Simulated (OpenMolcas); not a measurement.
# Mn3+: effect of the basis set

```json
{"Program": "OpenMolcas 26.06", "Method": "XMS-CASPT2, IPEA 0.25 Eh, imaginary shift 0.1 Eh (closed shells correlated: 3s 3p)", "Active space": "4 electrons in 5 orbitals (3d)", "State averaging": "2S+1 = 5 even, 5 roots; 2S+1 = 3 even, 45 roots; 2S+1 = 1 even, 50 roots", "Spin-orbit coupling": "state interaction with AMFI integrals over the reference wave functions, term energies averaged over their components"}
```

A. ANO-RCC-VDZP [5s4p2d1f], DKH2, point nucleus; CASPT2 step about 6 core-seconds
B. ANO-R1 [5s3p3d1f], X2C, finite nucleus; CASPT2 step roughly 12 core-seconds
C. ANO-RCC-VTZP [6s5p3d2f1g], DKH2, point nucleus; CASPT2 step roughly 28 core-seconds

Energies in cm⁻¹ above 3d⁴ ⁵D₀, the measured ground level; measured values from Corliss and Sugar, J. Phys. Chem. Ref. Data 6, 1253 (1977).

```json
{"Level": "3d⁴ ⁵D₀", "A": "0.0", "B": "0.0", "C": "0.0", "Measured": "0.0"}
{"Level": "3d⁴ ⁵D₁", "A": "105", "B": "105", "C": "102", "Measured": "99.0"}
{"Level": "3d⁴ ⁵D₂", "A": "310", "B": "309", "C": "301", "Measured": "287"}
{"Level": "3d⁴ ⁵D₃", "A": "607", "B": "605", "C": "589", "Measured": "552"}
{"Level": "3d⁴ ⁵D₄", "A": "984", "B": "981", "C": "956", "Measured": "886"}
{"Level": "3d⁴ ³P₀(1)", "A": "22310", "B": "22450", "C": "21960", "Measured": "20654"}
{"Level": "3d⁴ ³P₁(1)", "A": "22940", "B": "23080", "C": "22580", "Measured": "21279"}
{"Level": "3d⁴ ³H₄", "A": "23610", "B": "23530", "C": "22610", "Measured": "21281"}
{"Level": "3d⁴ ³H₅", "A": "23840", "B": "23750", "C": "22830", "Measured": "21475"}
{"Level": "3d⁴ ³P₂(1)", "A": "24040", "B": "24180", "C": "23650", "Measured": "22325"}
{"Level": "3d⁴ ³H₆", "A": "24090", "B": "24010", "C": "23080", "Measured": "21679"}
{"Level": "3d⁴ ³F₂(1)", "A": "24890", "B": "25070", "C": "24270", "Measured": "22791"}
{"Level": "3d⁴ ³F₃(1)", "A": "24970", "B": "25150", "C": "24350", "Measured": "22862"}
{"Level": "3d⁴ ³F₄(1)", "A": "25100", "B": "25270", "C": "24460", "Measured": "22959"}
{"Level": "3d⁴ ³G₃", "A": "27910", "B": "27840", "C": "26990", "Measured": "25440"}
{"Level": "3d⁴ ³G₄", "A": "28180", "B": "28110", "C": "27250", "Measured": "25671"}
{"Level": "3d⁴ ³G₅", "A": "28410", "B": "28340", "C": "27470", "Measured": "25878"}
{"Level": "3d⁴ ¹G₄(1)", "A": "33750", "B": "33670", "C": "32870", "Measured": ""}
{"Level": "3d⁴ ³D₃", "A": "34310", "B": "34010", "C": "33290", "Measured": "31385"}
{"Level": "3d⁴ ³D₂", "A": "34400", "B": "34100", "C": "33380", "Measured": "31474"}
{"Level": "3d⁴ ³D₁", "A": "34490", "B": "34190", "C": "33470", "Measured": "31581"}
{"Level": "3d⁴ ¹I₆", "A": "35140", "B": "35230", "C": "33540", "Measured": ""}
{"Level": "3d⁴ ¹S₀(1)", "A": "36150", "B": "36470", "C": "35630", "Measured": ""}
{"Level": "3d⁴ ¹D₂(1)", "A": "42660", "B": "42770", "C": "41080", "Measured": ""}
```

Deviations, from unrounded energies. A percentage is the sum of absolute deviations over the sum of measured energies, with the sign that they share, or ± where signs differ.

| Against measurement | Levels | A | B | C |
| --- | --- | --- | --- | --- |
| mean absolute deviation (cm-1) | 19 | 1800 | 1800 | 1200 |
| fine structure of the ground term (%) | 4 | +10.0 | +9.7 | +6.9 |
| other terms of the ground configuration (%) | 15 | +9.4 | +9.3 | +6.2 |

C lies closest to measurement on these levels and A furthest from it. The largest miss of C in the table is 3d⁴ ³D₃, by +1900 cm-1. The ranking rests on the paired levels alone, and a cruder setting can come out closer through cancelling errors.

Among A to C the level of the table that moves most is 3d⁴ ¹D₂(1), by 1700 cm-1 (lowest in C, highest in B). Moves below CASPT2's spread within the term are not significant.

CASPT2 does not keep the components of a term degenerate, so their means are used; among the terms shown or strongly mixed into the levels shown the widest spread is 1700 cm-1 (3d⁴ ¹I, A). The CASPT2 spread within a term exceeds the gap to the next term for 3d⁴ ³P(1) and 3d⁴ ³H, 3d⁴ ³H and 3d⁴ ³F(1), 3d⁴ ¹G(1) and 3d⁴ ³D and others, so the order of their levels is uncertain, and so are names and mixing where such terms share a J (figures for A; the like holds for B, C). The basis is small and was not contracted for so high a charge (holds for A; B). Computed and measured levels are paired by configuration, term and J; levels that our copy of the source lacks, or whose pairing is in doubt (as where it misses far off the trend of its configuration), stay unpaired and out of the deviations. Levels of configurations outside the active space are missing. The table leaves out levels that lie high or whose names do not pair safely across all columns.

A number in round brackets counts repeated terms of one configuration in the order of the reference energies.
